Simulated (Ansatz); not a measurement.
`CC(C)B(F)F` + HCl → `CC(Cl)B(F)F` + CH₄ at 700 K and 1 bar (substitution at a C–C bond).

Calculated with Ansatz (gas phase, PBE0-D4/def2-TZVP geometries, no zero-point term in ΔE). CCSD(T)/CBS is the MP2 limit (def2-TZVPP, def2-QZVPP) plus CCSD(T) − MP2 in def2-TZVPP, frozen cores. This one scheme is used for every species. One conformer a species, not always the lowest.

```json
{"species": "`CC(C)B(F)F`", "CCSD(T)/CBS energy (Eh)": "-342.89198", "H − E (kJ/mol)": "355.8", "S (J/(mol·K))": "485.2"}
{"species": "HCl", "CCSD(T)/CBS energy (Eh)": "-460.38127", "H − E (kJ/mol)": "38.4", "S (J/(mol·K))": "211.8"}
{"species": "`CC(Cl)B(F)F`", "CCSD(T)/CBS energy (Eh)": "-762.80575", "H − E (kJ/mol)": "249.4", "S (J/(mol·K))": "461.3"}
{"species": "CH₄", "CCSD(T)/CBS energy (Eh)": "-40.46206", "H − E (kJ/mol)": "145.9", "S (J/(mol·K))": "224.0"}
```

H − E and S are ideal-gas, rigid-rotor, harmonic terms from PBE0-D4/def2-TZVP, for one conformer and one mirror image of each species. 1 Eh = 2625.50 kJ/mol, R = 8.31446 J/(mol·K).

Task: By hand: ΔE, ΔH, ΔS and ΔG.

Result: ΔE = (-762.80575) + (-40.46206) − (-342.89198) − (-460.38127) = 0.00544 Eh = 14.3 kJ/mol. Δ(H − E) = 249.4 + 145.9 − 355.8 − 38.4 = 1.1, so ΔH = 15.4 kJ/mol. ΔS = 461.3 + 224.0 − 485.2 − 211.8 = -11.7 J/(mol·K). ΔG = 15.4 − 700 × (-11.7)/1000 = 23.6 kJ/mol.

Task: By hand: the equilibrium constant, and the temperature at which ΔG would vanish if ΔH and ΔS stayed fixed.

Result: log₁₀ K = −ΔG/(RT ln 10) = -1.8. ΔH and −TΔS have one sign here, so there is no such temperature.

TΔS isn't small against ΔH here. A doubt of 5 kJ/mol in ΔE shifts log₁₀ K by 0.4 here. Other conformers and mirror images would add mixing entropy, several J/(mol·K) or more a flexible species. Modes under 60 cm⁻¹, often nearly free rotors, make the harmonic entropy too high. These are equilibria of isolated gas molecules and say nothing of rates. Largest T1 diagnostic: 0.011 (customary marks: 0.02 for closed shells, 0.045 for open ones).

ΔS is within the doubt of such terms, so its sign, and with it that verdict, could turn.
